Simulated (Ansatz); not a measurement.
Reaction (cleavage of the Si–B bond): `B[SiH2][GeH3]` + H₂S → `S[SiH2][GeH3]` + BH₃

Isolated molecules relaxed with PBE0-D4/def2-TZVP in Ansatz; ΔE leaves out vibrations. CCSD(T)/CBS is the MP2 limit (def2-TZVPP, def2-QZVPP) plus CCSD(T) − MP2 in def2-TZVPP, frozen cores. This one scheme is used for every species. DFT in def2-TZVPP. For Ge outer-core shells are correlated without core-valence functions, which leaves a few kJ/mol of doubt a bond. Scalar relativity is left out up to krypton. Each species was taken in one conformer, which may not be the lowest.

```
        level  ΔE (kJ/mol)
      BLYP-D4        -56.7
HF/def2-QZVPP        -73.2
```

Problem. What does CCSD(T)/CBS give? (An estimate is asked.)

Solution. Computed: -62.6 kJ/mol. The listed levels differ from it by 5.9, -10.6 kJ/mol.

Largest T1 diagnostic among the species: 0.013.

From r2SCAN to r2SCAN0 (25 % exact exchange), in def2-TZVPP and without D4, ΔE moves by −3.6 kJ/mol. In def2-TZVPP, CCSD(T) changes the Hartree–Fock value by +13.9 kJ/mol (the triples alone add +0.6 kJ/mol) and MP2 by +3.4 kJ/mol. Leaving LDA and LC-ωPBE aside and taking each functional with its dispersion term where it has one, the values, not all of them listed here, spread over 17.4 kJ/mol, from BHLYP-D4 to PBE-D4. LDA lies +5.1 kJ/mol from PBE without D4.
